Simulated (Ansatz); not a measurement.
Mulliken charges of CH₄ClNOSSi, SMILES `O[Si]1(Cl)NCS1` from r2SCAN/def2-TZVPP in Ansatz (PBE0-D4/def2-TZVP geometry).

```
atom   x (Å)   y (Å)   z (Å)  charge (e)
  O1  -0.517  -2.199   0.178      -0.389
 Si2   0.341  -0.820   0.104       0.709
 Cl3   2.222  -1.416  -0.500      -0.263
  N4  -0.361   0.463  -0.741      -0.391
  C5  -0.347   1.497   0.278       0.109
  S6   0.284   0.537   1.724      -0.271
  H7  -0.026  -3.018   0.091       0.209
  H8  -0.516   0.698  -1.706       0.134
  H9  -1.340   1.888   0.511       0.076
 H10   0.341   2.318   0.063       0.077
```

Task: By hand: the dipole of these point charges (1 e Å = 4.8032 D).

Result: Σ q r = (-0.265, 0.268, -0.177) e Å, of length 0.416 e Å = 2.00 D.

Task: How does the dipole of the full density compare? (An estimate is asked.)

Result: The calculation gave: (-0.134, 0.095, -0.365) e Å, 1.92 D; the point charges give 1.04 times that, at 41° from its direction.

Point charges leave out the atoms' own dipoles, such as those of lone pairs, and Mulliken's split depends on the basis, so the two needn't agree.
